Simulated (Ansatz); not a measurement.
Cost and result for the atomization energy of C$_{3}$H$_{8}$AlB, SMILES `CC[B]1[CH2][AlH]1` (13 atoms, 13 bonds).

```xyz
13

C    -0.7326    1.1157   -1.3908
C     0.4791    1.0863   -0.4629
B     0.5241   -0.1425    0.5001
C    -0.3569   -1.2985    0.7043
Al    1.3474   -1.2045    1.9364
H    -0.7211    1.9910   -2.0459
H    -1.6656    1.1413   -0.8216
H    -0.7649    0.2273   -2.0271
H     1.4034    1.1051   -1.0527
H     0.5164    2.0051    0.1344
H    -1.2749   -1.4768    0.1417
H    -0.2737   -2.1530    1.4116
H     1.5192   -2.3965    2.9726
```

The species carries charge 0 and has multiplicity 1. Geometry: relaxed with PBE0-D4/def2-TZVP. It is one conformer, not always the lowest. Program: Ansatz. All runs use 4 threads of an INTEL XEON PLATINUM 8581C on a shared host. Times are those of one run each, without the atoms' runs, and a repeat can differ threefold. Electronic energies, without spin–orbit coupling; frozen cores. CCSD(T)/CBS adds CCSD(T) − MP2 in def2-TZVPP to the MP2 limit, and its time is that of the two runs behind it. T1 = 0.012. B3LYP takes the VWN-RPA correlation (the form of Gaussian; ORCA's B3LYP/G).

CCSD(T)/CBS is a level of theory with its own doubt, some kJ/mol a heavy atom from the limit and from the frozen cores, so smaller differences don't rank the functionals.

| level | functions | wall time | atomization (kJ/mol) | difference from CCSD(T)/CBS | per bond |
| --- | --- | --- | --- | --- | --- |
| PBE-D4/def2-TZVPP (with forces) | 278 | 2 s | 4857.9 | 106.7 | 8.2 |
| PBE0-D4/def2-TZVPP | 278 | 2.3 s | 4800.9 | 49.7 | 3.8 |
| r2SCAN-D4/def2-TZVPP (with forces) | 278 | 3 s | 4801.7 | 50.5 | 3.9 |
| B3LYP-D4/def2-TZVPP (with forces) | 278 | 3.6 s | 4764.2 | 13.0 | 1.0 |
| B2PLYP/def2-TZVPP | 278 | 4.6 s | 4716.0 | -35.2 | -2.7 |
| ωB97X-V/def2-TZVPP | 278 | 7 s | 4762.3 | 11.1 | 0.8 |
| ωB97M-V/def2-TZVPP (with forces) | 278 | 8.5 s | 4779.8 | 28.6 | 2.2 |
| MP2/def2-QZVPP | 538 | 33 s | 4768.1 | 16.9 | 1.3 |
| CCSD(T)/def2-TZVPP | 278 | 95 s | 4650.0 | -101.2 | -7.8 |
| CCSD(T)/CBS(def2) | – | 2.1 min | 4751.2 | 0.0 | 0.0 |

In def2-TZVPP, CCSD(T) changes the Hartree–Fock value by +1069.2 kJ/mol (the triples alone add +67.8 kJ/mol) and MP2 by +1127.7 kJ/mol; breaking electron pairs costs correlation energy, which Hartree–Fock lacks. The D4 term adds +38.7 kJ/mol with B3LYP and +20.4 kJ/mol with PBE0; it sums over pairs of atoms, weighted by their polarisabilities, and B3LYP, whose exchange is more repulsive, gets the larger term. From PBE to PBE0 (25 % exact exchange), in def2-TZVPP and without D4, the atomization energy moves by −53.3 kJ/mol: exact exchange takes away binding that semilocal exchange gives to molecules.
